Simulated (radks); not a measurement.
Results of a calculation; reference values are marked as such.
Task: Radial electron density D(r) = 4 pi r^2 rho(r) of an atom or ion with 14 electrons. Level of theory: Dirac Kohn-Sham, PBEsol, spin-unpolarised, spherical densities, point nucleus (a radial shooting solver on a logarithmic mesh with Libxc functionals).

r (bohr)  D(r) (e/bohr)
0.002327         0.9095
0.002603          1.116
0.002911          1.367
0.003256          1.672
0.003642          2.039
0.004074          2.481
0.004557          3.011
0.005097          3.643
0.005701          4.392
0.006377          5.274
0.007132          6.307
0.007978          7.506
0.008923          8.885
0.009981          10.45
0.01116           12.22
0.01249           14.17
0.01397           16.30
0.01562           18.58
0.01747           20.96
0.01954           23.37
0.02186           25.73
0.02445           27.93
0.02735           29.86
0.03059           31.38
0.03421           32.39
0.03827           32.80
0.0428            32.56
0.04788           31.72
0.05355           30.37
0.0599            28.73
0.06753           26.99
0.07554           25.72
0.08449           25.13
0.0945            25.45
0.1057            26.76
0.1182            28.90
0.1322            31.49
0.1479            33.95
0.1654            35.59
0.1851            35.82
0.207             34.25
0.2315            30.90
0.259             26.17
0.2896            20.83
0.324             15.81
0.3624            11.87
0.4053            9.430
0.4533            8.400
0.5071            8.268
0.5672            8.324
0.6344            7.972
0.7096            6.956
0.7936            5.403
0.8877            3.685
0.9929            2.183
1.111             1.111
1.242            0.4801
1.389            0.1733
1.554           0.05120
1.738           0.01213
1.944          0.002252
2.175         0.0003192

What is the nuclear charge?

Result: Z = 27. The innermost maximum, from 1s, lies near gamma/Z bohr with gamma = sqrt(1 - (Z/c)^2) = 0.980, here 0.0363 bohr (found: 0.0389), and its height grows with Z. The density is that of the cobalt ion Co13+ in [Ne] 3s2 3p2; the configuration itself is not fixed sharply by these data, and Z only to about a unit. D(r) has 3 maxima, at r = 0.0389, 0.178, 0.554 bohr, and minima at 0.0859, 0.491 bohr, inside which lie 2.12, 10.65 electrons.
